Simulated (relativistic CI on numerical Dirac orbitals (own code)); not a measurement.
# Sc3+ in a cubic cluster: L2,3 absorption with charge transfer

Computed with a charge-transfer multiplet model of a cubic metal-ligand cluster with up to 2 ligand holes, Slater and spin-orbit integrals from Dirac-Coulomb-Breit ions, Slater integrals scaled by 0.8. The ground state mixes d0 with configurations of k ligand holes L, whose averages lie at kΔ + k(k − 1)U_dd/2; a core hole lowers each added d electron by U_cd. 20 K, Lorentzian 0.4 eV and Gaussian 0.3 eV FWHM.

Atomic integrals in eV (Slater integrals scaled, ζ unscaled), ground: F2dd 4.710, F4dd 2.885, zeta_d 0.005; with the core hole: F2dd 4.710, F4dd 2.885, zeta_d 0.020, zeta_core 3.005, F2cd 4.113, G1cd 2.955, G3cd 1.675. Where a configuration has fewer than two d electrons, the dd integrals are those of d2.

Cluster parameters (eV): Δ = 6.3, U_dd = 4.5, U_cd = 5.2, 10Dq = 0.65, 10Dq(ligand) = 0.5, final-state hopping factor = 0.9.

```
                             Case   n_d    d0   d1L  d2L2     S
V(eg) = 0.9 eV, V(t2g) = -0.41 eV  0.09  0.91  0.09  0.00  0.00
V(eg) = 1.8 eV, V(t2g) = -0.82 eV  0.28  0.74  0.24  0.02  0.00
V(eg) = 2.4 eV, V(t2g) = -1.09 eV  0.39  0.64  0.32  0.04  0.00
```

Weights, n_d and S are thermal averages at 20 K. Photon energies count from the first peak over 30 % of the highest in each spectrum, which can be another peak from case to case. The parameters are a model scan and need not match a compound or its usual spin state. Peaks in eV (height, largest 100):
- V(eg) = 0.9 eV, V(t2g) = -0.41 eV: -1.4 (6), 0.0 (65), 2.8 (11), 4.3 (100)
- V(eg) = 1.8 eV, V(t2g) = -0.82 eV: -1.4 (10), 0.0 (76), 2.7 (20), 4.2 (100)
- V(eg) = 2.4 eV, V(t2g) = -1.09 eV: -1.5 (12), 0.0 (69), 2.7 (25), 4.2 (100)

A d0 ion has no d-d gap: its lowest excitations are ligand-to-metal charge transfer. With the core hole the configuration with one ligand hole lies at Δ + U_dd − U_cd = 5.6 eV above the one without, against Δ in the ground state. The added d electron screens the hole, so the order of the configurations is kept and charge-transfer satellites are weaker than in photoemission.
